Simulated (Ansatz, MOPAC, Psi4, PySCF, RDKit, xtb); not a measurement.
Noncovalent pair: CH4 (SMILES C) (first 5 atoms) with CH6Si (SMILES C[SiH3]); geometry from B3LYP-D3(BJ)/def2-TZVP, rigid monomers moved along the line of their centres of mass till C1···Si7 is 4.48 Å.
(charge 0, multiplicity 1):
```xyz
13

C     -0.08193     0.00141    -0.31313
H     -1.03740    -0.09534     0.20060
H      0.30176     1.01278    -0.18486
H      0.62756    -0.71108     0.10463
H     -0.21934    -0.20104    -1.37434
C     -0.15537     1.26769     3.99959
Si     0.18706    -0.57257     4.11871
H     -0.27799     1.57303     2.95964
H      0.66629     1.84450     4.42801
H     -1.06768     1.52787     4.53945
H     -0.92867    -1.35321     3.53130
H      0.34395    -0.98085     5.53653
H      1.43287    -0.92304     3.39475
```

```json
[
 {"level": "MMFF94", "interaction energy (kJ/mol)": "-2.0", "cost": "-"},
 {"level": "UFF", "interaction energy (kJ/mol)": "-3.8", "cost": "-"},
 {"level": "GFN-FF", "interaction energy (kJ/mol)": "-2.7", "cost": "-"},
 {"level": "AM1", "interaction energy (kJ/mol)": "0.3", "cost": "-"},
 {"level": "PM3", "interaction energy (kJ/mol)": "-0.5", "cost": "-"},
 {"level": "PM6", "interaction energy (kJ/mol)": "-0.4", "cost": "-"},
 {"level": "PM7", "interaction energy (kJ/mol)": "-2.2", "cost": "-"},
 {"level": "GFN1-xTB", "interaction energy (kJ/mol)": "-3.0", "cost": "-"},
 {"level": "GFN2-xTB", "interaction energy (kJ/mol)": "-3.1", "cost": "-"},
 {"level": "HF/STO-3G (no counterpoise)", "interaction energy (kJ/mol)": "0.0", "cost": "-"},
 {"level": "HF/3-21G (no counterpoise)", "interaction energy (kJ/mol)": "-1.1", "cost": "-"},
 {"level": "HF/6-31G*", "interaction energy (kJ/mol)": "0.3", "cost": "-"},
 {"level": "HF/6-31G* (no counterpoise)", "interaction energy (kJ/mol)": "-0.2", "cost": "-"},
 {"level": "HF/aug-cc-pV(D+d)Z", "interaction energy (kJ/mol)": "0.3", "cost": "-"},
 {"level": "PBE/def2-TZVPPD", "interaction energy (kJ/mol)": "-1.3", "cost": "×1"},
 {"level": "PBE-D3(BJ)/def2-TZVPPD", "interaction energy (kJ/mol)": "-3.9", "cost": "×1"},
 {"level": "PBE-D4/def2-TZVPPD", "interaction energy (kJ/mol)": "-3.8", "cost": "×1"},
 {"level": "BP86/6-31G* (no counterpoise)", "interaction energy (kJ/mol)": "1.2", "cost": "-"},
 {"level": "r2SCAN/def2-TZVPPD", "interaction energy (kJ/mol)": "-1.3", "cost": "×1"},
 {"level": "r2SCAN-D3(BJ)/def2-TZVPPD", "interaction energy (kJ/mol)": "-2.8", "cost": "×1"},
 {"level": "r2SCAN-D4/def2-TZVPPD", "interaction energy (kJ/mol)": "-2.6", "cost": "×1"},
 {"level": "B3LYP/3-21G (no counterpoise)", "interaction energy (kJ/mol)": "-1.1", "cost": "-"},
 {"level": "B3LYP/6-31G*", "interaction energy (kJ/mol)": "0.8", "cost": "-"},
 {"level": "B3LYP/6-31G* (no counterpoise)", "interaction energy (kJ/mol)": "-0.2", "cost": "-"},
 {"level": "B3LYP/6-311+G** (no counterpoise)", "interaction energy (kJ/mol)": "0.7", "cost": "-"},
 {"level": "B3LYP/def2-TZVPPD", "interaction energy (kJ/mol)": "0.7", "cost": "×1"},
 {"level": "B3LYP-D3(BJ)/def2-TZVPPD", "interaction energy (kJ/mol)": "-2.9", "cost": "×1"},
 {"level": "B3LYP-D4/def2-TZVPPD", "interaction energy (kJ/mol)": "-2.7", "cost": "×1"},
 {"level": "PBE0/def2-TZVPPD", "interaction energy (kJ/mol)": "-1.0", "cost": "×1"},
 {"level": "PBE0-D3(BJ)/def2-TZVPPD", "interaction energy (kJ/mol)": "-3.6", "cost": "×1"},
 {"level": "M06-2X/6-31G* (no counterpoise)", "interaction energy (kJ/mol)": "-2.9", "cost": "-"},
 {"level": "wB97X-V/def2-TZVPPD", "interaction energy (kJ/mol)": "-2.9", "cost": "×3"},
 {"level": "wB97M-V/def2-TZVPPD", "interaction energy (kJ/mol)": "-2.6", "cost": "×3"},
 {"level": "MP2/6-31G*", "interaction energy (kJ/mol)": "-1.0", "cost": "-"},
 {"level": "MP2/6-31G* (no counterpoise)", "interaction energy (kJ/mol)": "-2.2", "cost": "-"},
 {"level": "MP2/aug-cc-pV(D+d)Z", "interaction energy (kJ/mol)": "-2.5", "cost": "-"},
 {"level": "SCS-MP2/aug-cc-pV(D+d)Z", "interaction energy (kJ/mol)": "-1.8", "cost": "-"},
 {"level": "CCSD/aug-cc-pV(D+d)Z", "interaction energy (kJ/mol)": "-2.2", "cost": "-"},
 {"level": "CCSD(T)/aug-cc-pV(D+d)Z", "interaction energy (kJ/mol)": "-2.6", "cost": "×10"},
 {"level": "SAPT0/jun-cc-pV(D+d)Z", "interaction energy (kJ/mol)": "-1.7", "cost": "-"}
]
```

The rows run from -3.9 (PBE-D3(BJ)/def2-TZVPPD) to 1.2 kJ/mol (BP86/6-31G* (no counterpoise)). In aug-cc-pV(D+d)Z the value moves HF 0.3, MP2 -2.5, CCSD -2.2, CCSD(T) -2.6, a shift of -2.8 from HF to CCSD(T). The dispersion term adds -2.6 in PBE-D3(BJ), -2.5 in PBE-D4, -1.5 in r2SCAN-D3(BJ). The 6 functionals in def2-TZVPPD without D3 or D4 span 3.6, from wB97X-V to B3LYP.

Counterpoise-corrected where a basis set is named; no monomer relaxation. Rows marked so take none. RDKit's UFF carries no charges.

Cores are frozen in the correlated methods. Rows in 3-21G, 6-311+G**, 6-31G*, STO-3G carry no dispersion term and start afresh at each structure (6-31G* with six Cartesian d functions). MP2/6-31G* freezes PySCF's default core. The state that AM1, PM3, PM6, PM7 reach isn't checked; PM7 holds dispersion and hydrogen-bond terms.

The values were computed with Ansatz (Gaussian basis) for Hartree–Fock, density functionals and correlated methods; MOPAC for AM1, PM3, PM6, PM7 (differences of heats of formation); Psi4 for SAPT; PySCF for 3-21G rows, 6-311+G** rows, 6-31G* rows, STO-3G rows, the dispersion terms; RDKit for the force fields; xtb for the GFN methods. Values without a source in brackets are computed.

Costs are rough ratios of core time to PBE/def2-TZVPPD (about 10 s over the structures, on one shared machine); a dash marks a level with no comparable run of its own.

Ansatz is a first-principles code.
